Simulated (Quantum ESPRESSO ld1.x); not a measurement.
Input (ld1.x (Quantum ESPRESSO 7.5)):

```
 &input
    atom='Tm',
    iswitch=1,
    rel=2,
    dft='PW91',
    config='[Kr] 4d10 4f13 5s2 5p5.5 5f0.5',
    rel_dist='average',
    verbosity='high',
    lsmall=.true.,
    prefix='ld1',
    max_out_wfc=37,
    file_charge='ld1.rho',
 /
```

Output (excerpt):

```
     Program LD1 v.7.5 starts

     --------------------------- All-electron run ----------------------------

     dirac relativistic calculation

     atomic number is 69.00
     dft =PW91   lsd =0 sic =0 latt =0  beta=0.20 tr2=1.0E-14
     Exchange-correlation= PW91
                           (   1   4   2   2   0   0   0)
     mesh =2105 r(mesh) =  99.27497 a.u. xmin = -8.00 dx = 0.00800
     1 Ry =  13.60569312 eV, c = 137.03599908

     n l j   nl                  e(Ry)          e(Ha)          e(eV)
     Spin orbit split results
     1 0 0.5 1S 1( 2.00)   -4354.375722225   -2177.187861112 -59244.2998188
     2 0 0.5 2S 1( 2.00)    -735.392143712    -367.696071856 -10005.5198324
     2 1 0.5 2P 1( 2.00)    -700.988585125    -350.494292562  -9537.4355719
     2 1 1.5 2P 1( 4.00)    -628.916554068    -314.458277034  -8556.8456346
     3 0 0.5 3S 1( 2.00)    -166.343378757     -83.171689378  -2263.2169644
     3 1 0.5 3P 1( 2.00)    -151.212582205     -75.606291102  -2057.3519898
     3 1 1.5 3P 1( 4.00)    -135.993751805     -67.996875902  -1850.2892537
     4 0 0.5 4S 1( 2.00)     -33.893721752     -16.946860876   -461.1475770
     4 1 0.5 4P 1( 2.00)     -27.811439471     -13.905719735   -378.3939107
     4 1 1.5 4P 1( 4.00)     -24.378025250     -12.189012625   -331.6799305
     3 2 1.5 3D 1( 4.00)    -110.192875511     -55.096437756  -1499.2504485
     3 2 2.5 3D 1( 6.00)    -106.866926818     -53.433463409  -1453.9986113
     4 2 1.5 4D 1( 4.00)     -14.376828370      -7.188414185   -195.6067149
     4 2 2.5 4D 1( 6.00)     -13.752753895      -6.876376948   -187.1157491
     4 3 2.5 4F 1( 5.57)      -1.690910876      -0.845455438    -23.0060145
     4 3 3.5 4F 1( 7.43)      -1.602151237      -0.801075619    -21.7983781
     5 0 0.5 5S 1( 2.00)      -5.341755265      -2.670877633    -72.6782829
     5 1 0.5 5P 1( 1.83)      -3.685573203      -1.842786601    -50.1447780
     5 1 1.5 5P 1( 3.67)      -3.250877549      -1.625438775    -44.2304423
     5 3 2.5 5F 1( 0.21)      -0.406100162      -0.203050081     -5.5252742
     5 3 3.5 5F 1( 0.29)      -0.405531958      -0.202765979     -5.5175434
     Averaged results
     1 0     1S 1( 2.00)   -4354.375722225   -2177.187861112 -59244.2998188
     2 0     2S 1( 2.00)    -735.392143712    -367.696071856 -10005.5198324
     2 1     2P 1( 6.00)    -652.940564420    -326.470282210  -8883.7089471
     3 0     3S 1( 2.00)    -166.343378757     -83.171689378  -2263.2169644
     3 1     3P 1( 6.00)    -141.066695271     -70.533347636  -1919.3101657
     4 0     4S 1( 2.00)     -33.893721752     -16.946860876   -461.1475770
     4 1     4P 1( 6.00)     -25.522496657     -12.761248328   -347.2512572
     3 2     3D 1(10.00)    -108.197306295     -54.098653148  -1472.0993462
     4 2     4D 1(10.00)     -14.002383685      -7.001191843   -190.5121354
     4 3     4F 1(13.00)      -1.640191083      -0.820095541    -22.3159365
     5 0     5S 1( 2.00)      -5.341755265      -2.670877633    -72.6782829
     5 1     5P 1( 5.50)      -3.395776100      -1.697888050    -46.2018875
     5 3     5F 1( 0.50)      -0.405775474      -0.202887737     -5.5208566

     final scf error:  9.0E-15 reached in  32 iterations

     Etot =  -27164.474520 Ry,  -13582.237260 Ha, -369591.504166 eV

     Ekin =   30085.616568 Ry,   15042.808284 Ha,  409335.666444 eV
     Encl =  -67245.218918 Ry,  -33622.609459 Ha, -914917.812585 eV
     Eh   =   10570.897103 Ry,    5285.448551 Ha,  143824.382014 eV
     Exc  =    -575.769273 Ry,    -287.884637 Ha,   -7833.740040 eV
```

Run on one thread of a shared host, so times are rough (Intel(R) Xeon(R) Processor @ 2.60GHz): 0.79 s of CPU time, 0.81 s wall, 32 iterations on 2105 mesh points.
